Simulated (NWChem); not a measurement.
System meant: HfH2S2F2; SMILES [F][Hf]([F])([SH])[SH]

Here is an NWChem input.

```
start job
memory heap 200 mb stack 900 mb global 1100 mb
geometry units angstroms noautoz
  Hf     0.000000     0.000000     0.601294
  F      0.000000    -1.500075     1.767713
  F      0.000000     1.500075     1.767713
  S      1.985151     0.000000    -0.820957
  H      2.841215     0.000000     0.228778
  S     -1.985151     0.000000    -0.820957
  H     -2.841215     0.000000     0.228778
end
basis spherical
  * library def2-svp
end
dft
  xc b3lyp
  iterations 150
  mulliken
end
task dft energy
```

End of the output:

```
          Convergence Information
          -----------------------
          Convergence aids based upon iterative change in
          total energy or number of iterations.
          Levelshifting, if invoked, occurs when the
          HOMO/LUMO gap drops below (HL_TOL):  1.00D-02
          DIIS, if invoked, will attempt to extrapolate
          using up to (NFOCK): 10 stored Fock matrices.

                    Damping( 0%)  Levelshifting(0.5)       DIIS
                  --------------- ------------------- ---------------
          dE  on:    start            ASAP                start
          dE off:    2 iters        150 iters           150 iters

      Screening Tolerance Information
      -------------------------------
          Density screening/tol_rho:  1.00D-10
          AO Gaussian exp screening on grid/accAOfunc:  14
          CD Gaussian exp screening on grid/accCDfunc:  20
          XC Gaussian exp screening on grid/accXCfunc:  20
          Schwarz screening/accCoul:  1.00D-08

      Superposition of Atomic Density Guess
      -------------------------------------

      charge =      72.0 Hf (Hafnium)

      symmetry species            s     p     d     f
      number of basis functions = 7     6     5     1
      number of cont. functions = 6     3     2     1
      number of closed shells   = 6     4     2     1
      number of open shells     = 0     0     1     0
      open shell occupation     = 0     0     2     0
 ------------------------------------------------------------------------
 atomscf:atomd: error in atom scf                   0
 ------------------------------------------------------------------------
 ------------------------------------------------------------------------
  current input line :
    20: task dft energy
 ------------------------------------------------------------------------
 ------------------------------------------------------------------------
 This error has not yet been assigned to a category
 ------------------------------------------------------------------------
 For more information see the NWChem manual at https://nwchemgit.github.io

0:atomscf:atomd: error in atom scf:Received an Error in Communication
```

Q: Can this run be used? If not, why, and what is the fix?

A: The run crashed. Cause: the def2 basis of a heavy element holds valence functions alone and wants its effective core potential (without it all electrons must fit into that basis). This input runs:
```
start job
memory heap 200 mb stack 900 mb global 1100 mb
geometry units angstroms noautoz
  Hf     0.000000     0.000000     0.601294
  F      0.000000    -1.500075     1.767713
  F      0.000000     1.500075     1.767713
  S      1.985151     0.000000    -0.820957
  H      2.841215     0.000000     0.228778
  S     -1.985151     0.000000    -0.820957
  H     -2.841215     0.000000     0.228778
end
basis spherical
  Hf library def2-svp
  F library def2-svp
  S library def2-svp
  H library def2-svp
end
ecp
  Hf library def2-ecp
end
dft
  xc b3lyp
  iterations 150
  mulliken
end
task dft energy
```
It converges to -1045.20107 Ha (B3LYP/def2-SVP with def2 effective core potentials on Hf).
